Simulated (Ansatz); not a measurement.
A made-up structure of BSiH3ClO (charge +1), singlet:

```
7
angstrom
B 0.1306 -0.5065 -0.2006
Si -0.5106 1.4009 -0.1424
O 0.6366 -1.1413 1.1469
Cl 0.1385 -1.5079 -1.7680
H -1.8895 1.6208 0.1160
H 0.4465 2.4214 -0.3854
H 0.9782 -2.0256 1.3272
```

It is relaxed with PBE-D4/def2-SVP and then PBE0-D4/def2-TZVP (Ansatz 0.2.0). Atoms count as bonded within 1.22 times the sum of their covalent radii (H–H: 0.88 Å). The end point is not checked to be a true minimum.

Q: Does its bonding change? (Judge from chemistry; the calculation decides.)

A: By the calculation: Yes. Formed: Si2–Cl4; broken: none.

Where it ends: The first stage lowers the energy by 1.67 eV in 12 steps. It ends as BSiH₃ClO ([OH][B]1[SiH2][Cl]1), total charge +1:
```
7
angstrom
B 0.2499 -0.4774 0.4024
Si -0.4615 1.2280 -0.1898
O 0.7236 -1.3324 1.2456
Cl -0.0843 -0.6587 -1.4465
H -1.9146 1.4639 -0.2066
H 0.4383 2.2702 -0.7111
H 0.9790 -2.2318 0.9997
```

Labels in which every atom is bracketed show which atoms are joined, not bond orders.

For scale, one of the runs: PBE0-D4/def2-TZVP relaxation, 154 basis functions, launched by `ansatz run in.yaml --threads 2 --pin off --events-out ev --progress --plain --max-ram 4352MiB`. Hardware: 2 CPU threads of an Intel Xeon Platinum 8259CL, shared host. Wall time about 46 s.
